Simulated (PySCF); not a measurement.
[AgF6]3- holds Ag(III), d8, at total charge -3. The structure is a model geometry with rigid ligands and bond lengths from ionic radii, not a minimum; coordination octahedral, point group Oh, metal–donor distances 2.05 Å.

The d shell alone is too small an active space for [AgF6]3- (an active orbital has only 0.69 squared overlap with the free ion's shell): its levels, fitted parameters, g values and moments show what this model gives and aren't sound predictions.

Method (PySCF 2.14, density fitting): CASSCF(8,5) with orbitals averaged over all microstates of the shell, strongly contracted NEVPT2 on the averaged canonical orbitals; basis x2c-TZVPall on the metal, x2c-SVPall elsewhere; spin-free X2C; IEF-PCM water; spin-orbit coupling by state interaction with the mean-field operator over all roots.

CASSCF energies above the lowest CASSCF root:

```tsv
state	CASSCF / cm⁻¹
3A2g	0
1Eg	12724
3T2g	17079
1A1g	22921
3T1g	25059
1T2g	29197
1T1g	33419
3T1g	39165
1Eg	49990
1T2g	50016
1A1g	71455
```

**Question.** How does dynamic correlation (SC-NEVPT2) move these states?

**Answer.** 
```json
{"state": "3A2g", "NEVPT2 / cm⁻¹": "0", "shift / cm⁻¹": "0"}
{"state": "1Eg", "NEVPT2 / cm⁻¹": "9868", "shift / cm⁻¹": "-2855"}
{"state": "3T2g", "NEVPT2 / cm⁻¹": "23177", "shift / cm⁻¹": "+6098"}
{"state": "1A1g", "NEVPT2 / cm⁻¹": "18830", "shift / cm⁻¹": "-4092"}
{"state": "3T1g", "NEVPT2 / cm⁻¹": "30761", "shift / cm⁻¹": "+5702"}
{"state": "1T2g", "NEVPT2 / cm⁻¹": "33360", "shift / cm⁻¹": "+4163"}
{"state": "1T1g", "NEVPT2 / cm⁻¹": "36734", "shift / cm⁻¹": "+3315"}
{"state": "3T1g", "NEVPT2 / cm⁻¹": "48805", "shift / cm⁻¹": "+9640"}
{"state": "1Eg", "NEVPT2 / cm⁻¹": "59597", "shift / cm⁻¹": "+9607"}
{"state": "1T2g", "NEVPT2 / cm⁻¹": "59547", "shift / cm⁻¹": "+9531"}
{"state": "1A1g", "NEVPT2 / cm⁻¹": "74940", "shift / cm⁻¹": "+3485"}
```

These are spin-free levels; spin-orbit coupling mixes and splits them, by more than some of the gaps here.

NEVPT2 lifts 3T2g from 17079 to 23177 cm⁻¹; on the d shell alone it tends to overshoot states that fill the eg-type orbitals. NEVPT2 on the d shell alone tends to put d–d bands too high for such charged or covalently bound ions.
